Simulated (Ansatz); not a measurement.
Cartesian coordinates in Å:
```
C 0.681 -0.437 0.171
S 0.787 1.114 -0.895
Ga -1.061 0.366 -0.054
H 1.213 -0.342 1.112
H 0.943 -1.342 -0.369
H -2.564 0.641 0.035
```

Total charge 0; spin multiplicity 1.

(1) List the ωB97M-V/def2-TZVPP orbital energies in eV (Ansatz). (An estimate is asked.)

Results:

(1) The calculation gave: Occupied: -10154.08, -2426.21, -1257.60, -1111.78, -1111.70, -1111.65, -282.02, -220.14, -163.25, -163.15, -163.09, -154.94, -107.43, -107.22, -107.13, -26.73, -26.42, -26.37, -26.36, -26.29, -23.60, -19.27, -15.04, -14.41, -12.91, -10.89, -8.96, -8.80. Lowest empty: 0.25, 1.31, 1.93, 3.10, 4.01, 4.27, 4.34, 6.19.
